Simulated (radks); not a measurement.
The numbers below are computed, except where a source is named.
Effect of the nuclear size on the tantalum ion Ta+, [Xe] 4f14 5d3 6s1. Level of theory: Dirac Kohn-Sham, PBE, spin-unpolarised, spherical densities, finite nucleus; open shells fill j = l - 1/2 first; Fermi nuclear charge, rms radius 5.3507 fm (a radial shooting solver on a logarithmic mesh with Libxc functionals). The rms radius is varied about that value; shifts are against it.

rms radius (fm) = 4.4143: total energy shift (eV) -17.3; density at nucleus (e/bohr^3) 1.4e+06; 1s1/2 shift (meV) -7010; 2s1/2 shift (meV) -980; 5s1/2 shift (meV) -8.71; 5p1/2 shift (meV) 0.333; 6s1/2 shift (meV) -0.852; 5d3/2 shift (meV) 0.347; 6p1/2 (empty) shift (meV) 0.110
rms radius (fm) = 4.9173: total energy shift (eV) -8.27; density at nucleus (e/bohr^3) 1.35e+06; 1s1/2 shift (meV) -3360; 2s1/2 shift (meV) -469; 5s1/2 shift (meV) -4.17; 5p1/2 shift (meV) 0.159; 6s1/2 shift (meV) -0.408; 5d3/2 shift (meV) 0.166; 6p1/2 (empty) shift (meV) 0.053
rms radius (fm) = 5.3507: total energy shift (eV) 0; density at nucleus (e/bohr^3) 1.313e+06; 1s1/2 shift (meV) 0.000; 2s1/2 shift (meV) 0.000; 5s1/2 shift (meV) 0.000; 5p1/2 shift (meV) 0.000; 6s1/2 shift (meV) 0.000; 5d3/2 shift (meV) 0.000; 6p1/2 (empty) shift (meV) 0.000
rms radius (fm) = 5.7306: total energy shift (eV) 7.63; density at nucleus (e/bohr^3) 1.283e+06; 1s1/2 shift (meV) 3100; 2s1/2 shift (meV) 433; 5s1/2 shift (meV) 3.85; 5p1/2 shift (meV) -0.146; 6s1/2 shift (meV) 0.376; 5d3/2 shift (meV) -0.153; 6p1/2 (empty) shift (meV) -0.049
rms radius (fm) = 6.2657: total energy shift (eV) 19.0; density at nucleus (e/bohr^3) 1.245e+06; 1s1/2 shift (meV) 7700; 2s1/2 shift (meV) 1070; 5s1/2 shift (meV) 9.56; 5p1/2 shift (meV) -0.363; 6s1/2 shift (meV) 0.934; 5d3/2 shift (meV) -0.381; 6p1/2 (empty) shift (meV) -0.121

Slopes of the eigenvalues against <r^2> in GHz/fm^2, as finite differences over the two radii next to the reference (eigenvalue slopes, not the field-shift constants of lines): 1s1/2 180000, 2s1/2 25200, 5s1/2 224, 5p1/2 -8.53, 6s1/2 21.9, 5d3/2 -8.92, 6p1/2 (empty) -2.83.
